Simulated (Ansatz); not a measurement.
# Which is lower?

Two relaxed structures of BSiH$_{3}$Cl$_{2}$, closed shell (PBE0-D4/def2-TZVP; forces vanish, vibrations not checked).

A:

Cl1  (-1.429, -2.281, -0.731)
B2  (-0.390, -1.374, 0.377)
Si3  (-0.205, 0.517, 0.398)
Cl4  (-0.718, 1.759, -1.130)
H5  (0.101, -1.884, 1.339)
H6  (0.929, 1.131, 1.131)
H7  (0.665, -0.808, -0.282)
(Å)

B:

Cl1  (-1.634, -1.823, -0.439)
B2  (-0.170, -1.165, 0.207)
Si3  (0.313, 0.777, -0.027)
Cl4  (-1.117, 1.804, -1.091)
H5  (0.545, -1.917, 0.800)
H6  (0.458, 1.427, 1.302)
H7  (1.605, 0.896, -0.752)
(Å)

Program: Ansatz 0.2.0. Basis: def2-TZVPP. Cores are frozen in the correlated methods. B3LYP uses VWN-RPA correlation.

(1) Which structure is lower at CCSD(T), and by how much? (An estimate is asked for; the value comes from the calculation.)

The T1 diagnostic stays at or below 0.013.

## Answers

(1) The calculation gives: B, by 14.69 kcal/mol (electronic energy, against the other). By their contacts, A is BSiH₃Cl₂ ([Cl][BH]1[H][SiH]1[Cl]) and B is BSiH₃Cl₂ ([Cl][BH][SiH2][Cl]).

All methods give the same order:

| method | E(B) − E(A) (kcal/mol) |
| --- | --- |
| PBE-D4 | -8.55 |
| r2SCAN-D4 | -11.17 |
| PBE0-D4 | -11.53 |
| B3LYP-D4 | -14.04 |
| wB97M-V | -13.50 |
| HF | -26.00 |
| MP2 | -13.77 |
| CCSD | -16.40 |
| CCSD(T) | -14.69 |

Labels in which every atom is bracketed show which atoms are joined, not bond orders.

For scale, one of the runs: CCSD(T)/def2-TZVPP, 199 basis functions, launched by `ansatz run in.yaml --threads 2 --pin off --events-out ev --progress --plain --max-ram 4352MiB`. Hardware: 2 CPU threads of an AMD EPYC 9R45, shared host. Wall time 20 s; peak host memory 2.1 GiB.
